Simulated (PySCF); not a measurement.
Calculation: PBE-D3(BJ)/def2-TZVP // PBE0-D4/def2-TZVP (PySCF). Isolated molecules, 0 K electronic values unless said otherwise. One relaxed conformer stands for a flexible species; it need not be the lowest. Excitations are Tamm–Dancoff values on a coarser integration grid. The basis has no diffuse functions, so Rydberg states are missing or too high.

Reference species (SMILES): `C=NC(=O)O` (C–N–C–O torsion 65°, O–C–O–H torsion 0°) (neutral, multiplicity 1).

T1 excitation (TDA): 3.56 eV
S1 excitation (TDA): 4.07 eV
LUMO: -2.55 eV

Changed species: `N(/[H])=C\OC=O` (N–C–O–C torsion 180°, C–O–C–O torsion 0°).

Give the shifts of the T1 excitation (TDA), S1 excitation (TDA) and LUMO.

the T1 excitation (TDA) goes up by 0.70 eV, to 4.26 eV; the S1 excitation (TDA) rises by 0.66 eV, to 4.73 eV; the LUMO rises by 0.31 eV, to -2.24 eV.
